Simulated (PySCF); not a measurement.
Cl₂HSbTe, SMILES [Cl][Sb]([Cl])[TeH].

Geometry: B3LYP-D3(BJ)/def2-SVP. The structure was generated by enumeration; whether it is a known compound was not checked. The def2 effective core potentials stand for the cores of Sb, Te; spin–orbit coupling is left out.

Two levels are set side by side: TDA-PBE/def2-SVPD (PySCF) and TDA-M06-2X/def2-SVPD (PySCF). Vertical, same geometry. The lowest singlet is HOMO→LUMO 89 % with PBE and HOMO→LUMO 86 % with the other functional; states are paired by order. Differences are taken from unrounded values.

```csv
quantity,TDA-M06-2X
lowest singlet excitation (eV),3.43
lowest triplet excitation (TDA) (eV),3.02
first bright state (f over 0.05) (eV),5.50
its oscillator strength,0.57
```

**Question.** What does TDA-PBE give, and how far is it from TDA-M06-2X? (An estimate is asked for; the answer gives what the named calculation found.)

**Answer.** 
| quantity | TDA-PBE | TDA-PBE minus TDA-M06-2X |
|---|---|---|
| lowest singlet excitation (eV) | 2.87 | -0.56 |
| lowest triplet excitation (TDA) (eV) | 2.68 | -0.34 |
| first bright state (f over 0.05) (eV) | 4.80 | -0.70 |
| its oscillator strength | 0.15 | -0.42 |

A lower first singlet is the usual sign of a functional without exact exchange. Differences between two approximate levels are no errors against the true value.

Rough cost on one machine, each run with all the roots and properties that it gave: TDA-M06-2X against TDA-PBE about 6 times.
